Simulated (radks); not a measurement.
Values are calculated unless marked as measured or tabulated.
How relativity changes the ionisation of neutral iodine ([Kr] 4d10 5s2 5p5) to I+ ([Kr] 4d10 5s2 5p4). Spin-unpolarised spherical Kohn-Sham, PBE, point nucleus unless stated (finite: rms radius 4.75 fm), a radial shooting solver on a logarithmic mesh with Libxc functionals. A level marked "c x" has the speed of light scaled by that factor and shares open shells by 2j + 1; other Dirac levels either fill j = l - 1/2 first or share by 2j + 1.

\begin{tabular}{lrrrrr}
level & E(I) (hartree) & E(I+) (hartree) & IE (eV) & HOMO & <r> HOMO (bohr) \\ \hline
non-rel. & -6920.02969 & -6919.61923 & 11.169 & 5p & 2.492 \\
scalar-rel. & -7116.39695 & -7115.98788 & 11.131 & 5p & 2.475 \\
scalar-rel., finite nucleus & -7116.16350 & -7115.75442 & 11.132 & 5p & 2.475 \\
Dirac, 2j+1 shares & -7119.02494 & -7118.61492 & 11.157 & 5p3/2 & 2.516 \\
Dirac, low j first & -7119.03717 & -7118.64282 & 10.731 & 5p3/2 & 2.520 \\
Dirac, 2j+1 shares, finite nucleus & -7118.79068 & -7118.38065 & 11.158 & 5p3/2 & 2.516 \\
Dirac, c x 1.25 & -7043.87474 & -7043.46471 & 11.158 & 5p3/2 & 2.507 \\
Dirac, c x 2 & -6967.02873 & -6966.61849 & 11.163 & 5p3/2 & 2.498 \\
Dirac, c x 3 & -6940.71098 & -6940.30063 & 11.166 & 5p3/2 & 2.495 \\
\end{tabular}

NIST Atomic Spectra Database: 10.451 eV (measured). The relativistic part of the total energy of I is -198.8 hartree (Dirac, 2j+1 shares, finite nucleus), 2.9 % of the non-relativistic value. Spin polarisation and multiplet splitting of open shells are left out at every level.

Beside tabulated values, note that relativity, absent from the non-relativistic runs, is large for the heavy elements, and spin-unpolarised runs miss the spin-polarisation part of the exchange energy of open shells.
